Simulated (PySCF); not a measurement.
Method: PySCF energies plus ideal-gas RRHO corrections (1 bar). The comparison is the NASA 1993 polynomial table, which mixes measured and estimated data. 6-31G* has spherical d functions here. All species are closed-shell singlets. B3LYP is the form with VWN-RPA correlation. Cu: all electrons, no relativistic terms. The harmonic model lacks anharmonicity and excited electronic states, which grow with temperature; levels with a mode under 35 cm⁻¹ are left out. The table's entry may be an old estimate for CuF (not checked at source).

Harmonic frequencies at B3LYP/6-31G* (cm⁻¹): 774. Point group C∞v; S°(298 K) = 224.8 J/mol/K at this level.

Problem. Work out Cp and S° of gaseous CuF at 500, 800, 1200, 1600, 2000 K from these, and set them beside the table.

Solution. 
```json
[
 {"T (K)": "500", "Cp B3LYP/6-31G*": "34.7", "Cp table": "35.8", "S° B3LYP/6-31G*": "242.1", "S° table": "244.4"},
 {"T (K)": "800", "Cp B3LYP/6-31G*": "36.2", "Cp table": "37.0", "S° B3LYP/6-31G*": "258.8", "S° table": "261.5"},
 {"T (K)": "1200", "Cp B3LYP/6-31G*": "36.8", "Cp table": "37.6", "S° B3LYP/6-31G*": "273.6", "S° table": "276.7"},
 {"T (K)": "1600", "Cp B3LYP/6-31G*": "37.1", "Cp table": "38.0", "S° B3LYP/6-31G*": "284.3", "S° table": "287.6"},
 {"T (K)": "2000", "Cp B3LYP/6-31G*": "37.2", "Cp table": "38.3", "S° B3LYP/6-31G*": "292.5", "S° table": "296.1"}
]
```
Units J/mol/K.
